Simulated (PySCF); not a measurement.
Isomers of CH6OSi. Isolated molecules, 0 K electronic values unless said otherwise. One relaxed conformer stands for each flexible species; it need not be the lowest. Strings in code marks are SMILES.

The HOMO from two functionals at the same geometries (PBE0-D3(BJ)/def2-TZVP), both in PySCF: PBE-D3(BJ)/def2-TZVP and ωB97X-D3(BJ)/def2-TZVP. 

| species | ωB97X-D3(BJ)/def2-TZVP (eV) |
|---|---|
| `CO[SiH3]` | -10.72 |
| `[SiH2](O)C` (C–Si–O–H torsion 69°) | -10.94 |
| `OC[SiH3]` (H–O–C–Si torsion 59°) | -10.09 |

Task: What does PBE-D3(BJ)/def2-TZVP give for each?

Result: 
- `CO[SiH3]`: -6.66
- `[SiH2](O)C` (C–Si–O–H torsion 69°): -6.94
- `OC[SiH3]` (H–O–C–Si torsion 59°): -6.06
Over these rows, drawn at random from the members with no instability flagged (it was tested for open shells, ions and some series alone), PBE minus ωB97X-D3(BJ): mean +4.03 eV, from +4.00 eV to +4.06 eV.
